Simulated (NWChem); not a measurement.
BHCl2; SMILES ClBCl

```xyz
4

B     -0.6922    -0.0065     0.0000
H     -1.8920    -0.0207     0.0000
Cl     0.1704     0.0037    -1.5101
Cl     0.1704     0.0037     1.5101
```
Atoms are numbered in this order, from 1.

Results from NWChem. Geometry: optimised at PBE0/def2-SVP. GIAO values for the isolated, static molecule; σ is the absolute isotropic shielding, δ = σ(reference) − σ with the isolated reference molecule computed at the same levels (11B: boron trifluoride, 1H: tetramethylsilane).

```csv
level,δ B1 (ppm),δ H2 (ppm),σ Cl3 (ppm),relative time
B3LYP/IGLO-III,53.0,6.53,618.0,6
PBE0/pcSseg-1,49.3,6.44,630.8,1
KT2/pcSseg-1,45.3,6.37,616.1,1
```

Relative times are rough (shared machine, one core).
